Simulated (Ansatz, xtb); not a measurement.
# Relative energy of two isomers of C3H3BrN2S

We compare I, `Sc1cn[nH]c1Br`, a singlet, with II, `Sc1c[nH]nc1Br`, a singlet. Both are isolated molecules in the gas phase, relaxed with B3LYP/def2-SVP; the shapes shown needn't be the lowest conformers.

I (Å):

```xyz
10

C    -0.7508   -0.9909   -0.4971
C     0.4563   -0.4402    0.0161
C    -0.5696   -0.9300   -1.8766
Br   -1.6864   -1.4528   -3.2817
N     1.2886   -0.0706   -0.9484
N     0.6479   -0.3733   -2.0897
S    -2.1047   -1.6932    0.3981
H    -2.8860   -0.5851    0.4408
H     0.7278   -0.3107    1.0635
H     1.0829   -0.1862   -2.9863
```

II (Å):

```json
{"atom": "C", "x (Å)": "-0.5771", "y (Å)": "-1.0466", "z (Å)": "-0.4694"}
{"atom": "C", "x (Å)": "-0.6764", "y (Å)": "0.2336", "z (Å)": "-0.9959"}
{"atom": "C", "x (Å)": "0.2123", "y (Å)": "-1.7375", "z (Å)": "-1.4325"}
{"atom": "Br", "x (Å)": "0.7356", "y (Å)": "-3.5423", "z (Å)": "-1.3396"}
{"atom": "N", "x (Å)": "0.0190", "y (Å)": "0.2204", "z (Å)": "-2.1677"}
{"atom": "N", "x (Å)": "0.5647", "y (Å)": "-0.9663", "z (Å)": "-2.4486"}
{"atom": "S", "x (Å)": "-1.2284", "y (Å)": "-1.7472", "z (Å)": "1.0158"}
{"atom": "H", "x (Å)": "-1.8442", "y (Å)": "-0.6199", "z (Å)": "1.4386"}
{"atom": "H", "x (Å)": "-1.1789", "y (Å)": "1.1255", "z (Å)": "-0.6281"}
{"atom": "H", "x (Å)": "0.1527", "y (Å)": "0.9902", "z (Å)": "-2.8125"}
```

Energies in hartree; the thermal terms are from GFN2-xTB frequencies at re-optimised GFN2-xTB minima (ideal gas, soft modes damped towards free rotors, one conformer each, 298.15 K, 1 atm) and include the zero-point energy:

|  | I | II |
| --- | --- | --- |
| E, CCSD(T)/def2-SVP | −3194.687545 | −3194.685329 |
| E, MP2/def2-SVP | −3194.618813 | −3194.616981 |
| E, MP2/def2-TZVPP | −3195.574415 | −3195.572976 |
| zero-point energy | 0.057787 | 0.057713 |
| H(298 K) − E | 0.065737 | 0.065690 |
| G(298 K) − E | 0.024946 | 0.024798 |

Problem. Correct the CCSD(T) difference for the basis set by the MP2 change, then work out ΔE, ΔE₀, ΔH and ΔG for I → II in kcal/mol (1 Eh = 627.51 kcal/mol) and the equilibrium ratio [II]/[I].

Solution. 1. Differences II − I: CCSD(T) +0.002216, MP2 in the small set +0.001832, MP2 in the large set +0.001439 Eh.
2. ΔE = +0.002216 + (+0.001439 − (+0.001832)) = +0.001823 Eh = +1.14 kcal/mol.
3. ΔE₀ = ΔE + ΔZPE = +0.001823 + (−0.000074) Eh = +1.10 kcal/mol.
4. ΔH = ΔE + (−0.000047) Eh = +1.11 kcal/mol.
5. ΔG = ΔE + (−0.000148) Eh = +1.05 kcal/mol, so ΔS = (ΔH − ΔG)/T = +0.9 J/(mol K).
6. kT = 0.9442 mEh, so K = [II]/[I] = exp(−ΔG/kT) = exp(−1.77) ≈ 0.17.

Structure I is favoured at this temperature. An error of 1 kcal/mol in ΔG would change K by a factor of 5.4. Mirror images and further conformers aren't counted.

As drawn, both hold the same kinds of bond in the same numbers.

Other levels gave ΔE = +0.6 (B3LYP/def2-SVP); +2.2 (HF/def2-SVP); +1.2 (MP2/def2-SVP); +1.4 (CCSD(T)/def2-SVP) kcal/mol. The correlated steps freeze 19 core orbitals; the filled d shell of Br is correlated, in a basis made for valence electrons. Programs: Ansatz 0.2.0, xtb 6.7.1.
